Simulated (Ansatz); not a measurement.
Ansatz (a quantum-chemistry and plane-wave program) input (CCSD(T)/def2-SVPD):

Ansatz 0.2 input:
```yaml
crystal:
  periodic: [false, false, false]
  atoms:
    - {symbol: Nb, position_ang: [-0.00000000, 0.00000000, 0.00000000]}
    - {symbol: C, position_ang: [-1.32609136, 1.54639937, 0.70899708]}
    - {symbol: C, position_ang: [1.55762766, 1.02262991, -1.08654052]}
    - {symbol: C, position_ang: [0.80687708, -1.15543593, 1.63293090]}
    - {symbol: C, position_ang: [-1.03841338, -1.41359334, -1.25538746]}
    - {symbol: H, position_ang: [-0.85484132, 2.25053614, 1.40322652]}
    - {symbol: H, position_ang: [-2.11240279, 1.00935044, 1.25935751]}
    - {symbol: H, position_ang: [-1.80966108, 2.11695619, -0.09129346]}
    - {symbol: H, position_ang: [1.19921192, 1.57045503, -1.96475775]}
    - {symbol: H, position_ang: [2.15403169, 1.70403497, -0.47023777]}
    - {symbol: H, position_ang: [2.22336554, 0.22184547, -1.44029354]}
    - {symbol: H, position_ang: [0.04443286, -1.64030624, 2.25213952]}
    - {symbol: H, position_ang: [1.53657297, -1.91132343, 1.32306367]}
    - {symbol: H, position_ang: [1.33174670, -0.42152380, 2.26180982]}
    - {symbol: H, position_ang: [-1.44270945, -0.80967212, -2.08087379]}
    - {symbol: H, position_ang: [-0.38880346, -2.18068492, -1.69060829]}
    - {symbol: H, position_ang: [-1.88094358, -1.90966773, -0.76153244]}
basis:
  gaussian:
    orbitals: def2-SVPD
magnetization: {spin_polarized: true, initial_magnetization: 1}
correlation: {method: ccsd_t, electrons: outside_noble_gas}
output: {forces: true}
```

End of the output:

```
mean field evaluation 256: about -5837.4267 eV, gradient 2.3e-3 eV
mean field evaluation 288: about -5841.0576 eV, gradient 5.6e-1 eV
mean field evaluation 320: about -5836.6984 eV, gradient 2.4e0 eV
mean field evaluation 352: about -5837.4267 eV, gradient 3.6e-3 eV
mean field evaluation 384: about -5838.5143 eV, gradient 2.6e-1 eV
mean field -5841.06464307 eV, -214.6551664168 hartree, gradient 1.6e-6 eV, S^2 0.761685; 8 other end points of the search recorded, 0 dependent functions left out
determinant -5841.06464307 eV, -214.6551664168 hartree, with singles and doubles -5863.89414663 eV, -215.4941351985 hartree
determinant -5840.74247290 eV, -214.6433268816 hartree, with singles and doubles -5863.60211444 eV, -215.4834032133 hartree
determinant -5839.15343155 eV, -214.5849306893 hartree, with singles and doubles -5862.01397250 eV, -215.4250400737 hartree
determinant -5838.61015842 eV, -214.5649657697 hartree, with singles and doubles -5861.53008254 eV, -215.4072574454 hartree
determinant -5841.06464307 eV, -214.6551664168 hartree, with singles and doubles -5863.83940565 eV, -215.4921235045 hartree
determinant -5840.74247290 eV, -214.6433268816 hartree, with singles and doubles -5863.54474280 eV, -215.4812948444 hartree
8 core orbitals not correlated
reference -5841.06464307 eV, -214.6551664168 hartree; 17, 16 occupied and 185, 186 virtual orbitals, 2083 factors
densities: 16.88 GiB planned
second order -20.85130649 eV of doubles, -0.00000000 eV of singles
coupled cluster: 12.41 GiB planned
cycle   1  -22.77476408 eV  change   -1.5e-6 eV  update   2.6e-6
cycle   2  -22.77476312 eV  change    9.6e-7 eV  update   1.6e-6
cycle   3  -22.77476274 eV  change    3.8e-7 eV  update   1.1e-6
cycle   4  -22.77476272 eV  change    1.9e-8 eV  update   3.5e-7
cycle   5  -22.77476274 eV  change   -2.4e-8 eV  update   1.5e-7
cycle   6  -22.77476284 eV  change   -9.7e-8 eV  update   6.4e-8
perturbative correction -0.88054565 eV, -0.0323594559 hartree
the calculation of the forces begins
0.72 GiB of device memory are held for the factors and their scratch space
Total energy: -5864.71995156 eV, -215.5244829698 hartree
Atom 0 at    -0.000000     0.000000     0.000000 Å, force     0.000000     0.000000    -0.000000 eV/Å
Atom 1 at    -1.326091     1.546399     0.708997 Å, force     0.181337    -0.109218    -0.106091 eV/Å
Atom 2 at     1.557628     1.022630    -1.086541 Å, force    -0.194865    -0.040889     0.128150 eV/Å
Atom 3 at     0.806877    -1.155436     1.632931 Å, force    -0.113601     0.058214    -0.199431 eV/Å
Atom 4 at    -1.038413    -1.413593    -1.255387 Å, force     0.127130     0.091893     0.177371 eV/Å
Atom 5 at    -0.854841     2.250536     1.403227 Å, force     0.161511     0.271329     0.267983 eV/Å
Atom 6 at    -2.112403     1.009350     1.259358 Å, force    -0.294775    -0.200537     0.206250 eV/Å
Atom 7 at    -1.809661     2.116956    -0.091293 Å, force    -0.195266     0.221416    -0.290459 eV/Å
Atom 8 at     1.199212     1.570455    -1.964758 Å, force    -0.118361     0.207447    -0.338344 eV/Å
Atom 9 at     2.154032     1.704035    -0.470238 Å, force     0.238417     0.257361     0.220098 eV/Å
Atom 10 at     2.223366     0.221845    -1.440294 Å, force     0.249714    -0.299433    -0.132774 eV/Å
Atom 11 at     0.044433    -1.640306     2.252140 Å, force    -0.275746    -0.185312     0.247273 eV/Å
Atom 12 at     1.536573    -1.911323     1.323064 Å, force     0.281807    -0.286580    -0.099885 eV/Å
Atom 13 at     1.331747    -0.421524     2.261810 Å, force     0.196739     0.274357     0.235941 eV/Å
Atom 14 at    -1.442709    -0.809672    -2.080874 Å, force    -0.151679     0.225613    -0.309416 eV/Å
Atom 15 at    -0.388803    -2.180685    -1.690608 Å, force     0.232595    -0.293465    -0.176912 eV/Å
Atom 16 at    -1.880944    -1.909668    -0.761532 Å, force    -0.324957    -0.192196     0.170246 eV/Å
Dipole moment:     0.000000     0.000000    -0.000000 e Å
```

The spin state was set by rule; other spins were not relaxed.
